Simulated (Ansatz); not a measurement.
Gas-phase electronic energies from Ansatz, PBE0-D4/def2-TZVP geometries. CCSD(T)/CBS adds triple-zeta CCSD(T) − MP2 to the extrapolated MP2 energy (def2 sets, frozen cores). DFT in def2-TZVPP. B3LYP here is the variant with VWN-RPA as its local correlation; programs differ in this. For Se outer-core shells are correlated without core-valence functions, which leaves a few kJ/mol of doubt a bond. Scalar relativity is left out up to krypton. Each species was taken in one conformer, which may not be the lowest.

Consider the formal exchange of groups at a B–C bond: `BC1[SiH2][Se]1` + `C[SiH2]Cl` → `BC[SiH2]Cl` + `C1[SiH2][Se]1`.

```tsv
level	ΔE (kcal/mol)	difference from CCSD(T)/CBS
PBE-D4	6.8	0.5
r2SCAN-D4	6.5	0.2
PBE0-D4	6.3	0.0
B3LYP-D4	6.3	0.0
ωB97X-V	5.7	-0.6
ωB97M-V	6.0	-0.3
B2PLYP	6.1	-0.2
PBE0	6.0	-0.3
B3LYP	5.8	-0.5
HF/def2-TZVPP	4.3	-2.0
SCS-MP2/def2-TZVPP	6.1	-0.2
CCSD/def2-TZVPP	5.6	-0.7
HF/def2-QZVPP	4.3	-2.0
SCS-MP2/def2-QZVPP	6.2	-0.1
HF/CBS(def2)	4.3	-2.0
MP2/CBS(def2)	6.9	0.6
CCSD(T)/CBS	6.3	0
```

Largest T1 diagnostic among the species: 0.011.

In def2-TZVPP, CCSD(T) changes the Hartree–Fock value by +1.8 kcal/mol (the triples alone add +0.4 kcal/mol) and MP2 by +2.4 kcal/mol.
